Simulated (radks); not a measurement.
The numbers below are computed, except where a source is named.
Q: The mean radii <r> (bohr) of the occupied orbitals of an atom or ion are listed with their occupations. Code: a radial shooting solver on a logarithmic mesh with Libxc functionals. Model: Dirac Kohn-Sham, PBE, spin-unpolarised, spherical densities, finite nucleus; Fermi nuclear charge, rms radius of each element as measured or else 0.836 A^(1/3) + 0.57 fm.

orbital  occ.      <r>
1s1/2       2  0.08104
2s1/2       2   0.3865
2p1/2       2   0.3476
2p3/2       4   0.3500
3s1/2       2    1.170
3p1/2       2    1.238
3p3/2       1    1.244

Name the element and its charge. Open shells, if any, fill j = l - 1/2 first.

A: Z = 19, potassium, charge +4: K4+ in [Ne] 3s2 3p3. The 1s radius gives Z: for a bare nucleus <r> = (2 gamma + 1)/(2Z) with gamma = sqrt(1 - (Z/c)^2), 0.07844 bohr for Z = 19, and screening makes it slightly larger (0.08104 here). The occupations add up to 15, and the charge is Z minus that.
